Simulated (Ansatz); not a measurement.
Calculated with Ansatz (gas phase, PBE0-D4/def2-TZVP geometries, no zero-point term in ΔE). CBS: MP2 limit from def2 TZ/QZ plus the TZ coupled-cluster correction, frozen cores. This one scheme is used for every species. DFT in def2-TZVPP. B3LYP here is the variant with VWN-RPA as its local correlation; programs differ in this. Each species was taken in one conformer, which may not be the lowest.

Consider the ligand exchange at a B–C bond: `C=CB(N)[SiH3]` + H–F → `NB(F)[SiH3]` + `C=C`.

```json
{"level": "PBE-D4", "ΔE (kcal/mol)": "-26.9", "difference from CCSD(T)/CBS": "0.4"}
{"level": "r2SCAN-D4", "ΔE (kcal/mol)": "-29.5", "difference from CCSD(T)/CBS": "-2.2"}
{"level": "PBE0-D4", "ΔE (kcal/mol)": "-27.3", "difference from CCSD(T)/CBS": "0.0"}
{"level": "B3LYP-D4", "ΔE (kcal/mol)": "-29.4", "difference from CCSD(T)/CBS": "-2.1"}
{"level": "ωB97X-V", "ΔE (kcal/mol)": "-29.9", "difference from CCSD(T)/CBS": "-2.6"}
{"level": "ωB97M-V", "ΔE (kcal/mol)": "-29.7", "difference from CCSD(T)/CBS": "-2.4"}
{"level": "PBE", "ΔE (kcal/mol)": "-28.5", "difference from CCSD(T)/CBS": "-1.2"}
{"level": "r2SCAN", "ΔE (kcal/mol)": "-30.0", "difference from CCSD(T)/CBS": "-2.7"}
{"level": "HF/def2-TZVPP", "ΔE (kcal/mol)": "-35.4", "difference from CCSD(T)/CBS": "-8.1"}
{"level": "SCS-MP2/def2-TZVPP", "ΔE (kcal/mol)": "-28.5", "difference from CCSD(T)/CBS": "-1.2"}
{"level": "CCSD/def2-TZVPP", "ΔE (kcal/mol)": "-29.2", "difference from CCSD(T)/CBS": "-1.9"}
{"level": "CCSD(T)/def2-TZVPP", "ΔE (kcal/mol)": "-28.1", "difference from CCSD(T)/CBS": "-0.8"}
{"level": "HF/def2-QZVPP", "ΔE (kcal/mol)": "-35.4", "difference from CCSD(T)/CBS": "-8.1"}
{"level": "HF/CBS(def2)", "ΔE (kcal/mol)": "-35.4", "difference from CCSD(T)/CBS": "-8.1"}
{"level": "MP2/CBS(def2)", "ΔE (kcal/mol)": "-25.9", "difference from CCSD(T)/CBS": "1.4"}
{"level": "CCSD/CBS(def2)", "ΔE (kcal/mol)": "-28.4", "difference from CCSD(T)/CBS": "-1.1"}
{"level": "CCSD(T)/CBS", "ΔE (kcal/mol)": "-27.3", "difference from CCSD(T)/CBS": "0"}
```

Largest T1 diagnostic among the species: 0.013.

In def2-TZVPP, CCSD(T) changes the Hartree–Fock value by +7.3 kcal/mol (the triples alone add +1.1 kcal/mol) and MP2 by +8.6 kcal/mol. The D4 term adds +2.5 kcal/mol with B3LYP and +1.5 kcal/mol with PBE0; it sums over pairs of atoms, weighted by their polarisabilities, and B3LYP, whose exchange is more repulsive, gets the larger term.
